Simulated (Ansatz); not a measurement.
Cartesian coordinates in Å:
```
F 0.816 1.781 -0.070
Si 1.046 0.202 0.082
C -0.554 -0.656 -0.336
S -1.911 -0.042 0.700
H 2.128 -0.175 -0.863
H 1.436 -0.076 1.483
H -0.456 -1.718 -0.096
H -0.807 -0.584 -1.397
H -1.697 1.268 0.496
```

Total charge 0; spin multiplicity 1.

Problem. List the PBE/def2-TZVPP orbital energies in eV (Ansatz). (Best estimate.)

Solution. Ansatz gave: Occupied: -2395.97, -1780.53, -659.89, -269.87, -208.89, -155.07, -154.97, -154.77, -138.18, -94.98, -94.89, -94.88, -29.59, -19.68, -16.18, -13.50, -11.46, -11.01, -10.83, -10.47, -9.93, -9.11, -8.18, -7.84, -5.74. Lowest empty: -0.86, -0.63, 0.51, 0.57, 1.11, 1.41, 1.65, 1.91.
